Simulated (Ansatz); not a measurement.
Cost and result up the ladder for the cluster Pb2S3 (5 atoms). Charge 0, multiplicity 1. Geometry: r2SCAN-D4/def2-SVP.

```xyz
5

Pb   -0.9724    1.9513   -0.3696
Pb    0.9004   -1.3357    1.5150
S    -0.3659    0.0121   -1.9370
S    -0.1136    0.9703    1.8053
S     0.5515   -1.5981   -1.0138
```

Ansatz on 4 threads of Arm Neoverse V2 on a shared host. Times are rough, and most runs start from the orbitals of an earlier one. PBE0-D4/def2-TZVP serves as the yardstick here, not as an exact answer. Differences are given only for rows in sets of like size (and for xTB, whose basis is part of the method), since another set adds its own error. Binding counts from free atoms at the same level (Pb triplet, S triplet; other spins of the atoms weren't run), without zero-point energy or a counterpoise term.

In the def2 sets Pb takes a core potential; there is no spin–orbit coupling. B3LYP takes the VWN-RPA correlation. Correlated methods freeze 23 core orbitals; core or outer-core shells of Pb are correlated, in sets that lack core-valence functions. Another isomer (singlet) lies 0.36 eV lower at PBE0-D4/def2-TZVP; other spin states weren't run for this one.

Correlated methods converge slowly with the basis.

```tsv
level	functions	binding energy per atom (eV)	difference from PBE0-D4/def2-TZVP (eV)	remarks
r2SCANh-D4/def2-TZVP	211	2.86	-0.05	–
RPA@PBE/def2-TZVP	211	2.48	-0.43	–
PBE0-D4/def2-TZVP	211	2.91	0.00	–
revPBE-D4/def2-TZVP	211	2.97	0.07	–
B3LYP-D4/def2-TZVP	211	2.88	-0.03	–
PBE-D4/def2-TZVP (with forces)	211	3.11	0.20	–
r2SCAN-D4/def2-TZVP	211	2.93	0.02	–
PBE-D4/def2-SVP	106	3.05	–	–
PBE0-D4/def2-SVP	106	2.83	–	–
CCSD(T)/def2-TZVP	211	2.69	-0.22	large T1 (0.023)
```

(1) Estimate how long each takes.

Results:

(1) PBE-D4/def2-SVP 1.1 s; PBE0-D4/def2-SVP 1.7 s; revPBE-D4/def2-TZVP 2.2 s; PBE-D4/def2-TZVP (with forces) 2.9 s; B3LYP-D4/def2-TZVP 4.4 s; PBE0-D4/def2-TZVP 5.5 s; r2SCAN-D4/def2-TZVP 6.5 s; RPA@PBE/def2-TZVP 7 s; r2SCANh-D4/def2-TZVP 8 s; CCSD(T)/def2-TZVP 2.7 min. On shared hardware such times vary by a factor of up to 3.
